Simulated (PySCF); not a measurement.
The PySCF input:
```python
from pyscf import gto, scf, dft
from pyscf.prop import polarizability

mol = gto.M(
    atom='''
O     3.635537    0.303049    0.155745
C     2.506157    0.121648    0.045547
N     1.351153   -0.123335   -0.109279
Si   -0.361275   -0.047942   -0.028106
Cl   -0.900205   -0.207203    1.896257
Cl   -1.010008   -1.594161   -1.112963
Cl   -0.943991    1.706084   -0.804518
''',
    basis='6-31g',
    charge=0,
    spin=0,
    verbose=4,
)

mf = dft.RKS(mol)
mf.xc = 'b3lyp'
mf.kernel()
alpha = mf.Polarizability().polarizability()[2, 2]
print('alpha_zz =', alpha)
```

Task: What does this run give for the nuclear repulsion energy, Mulliken (on the basis functions themselves) charges in atom order, polarisability along z, HOMO energy, total energy, dipole moment?

Result: 
* **nuclear repulsion energy**: 588.4480 Eh
* **Mulliken (on the basis functions themselves) charges in atom order**: O1 -0.27, C2 0.38, N3 -0.46, Si4 0.68, Cl5 -0.11, Cl6 -0.10, Cl7 -0.11
* **polarisability along z**: 54.1 bohr³
* **HOMO energy**: -9.13 eV
* **total energy**: -1838.1358 Eh
* **dipole moment**: 0.55 D
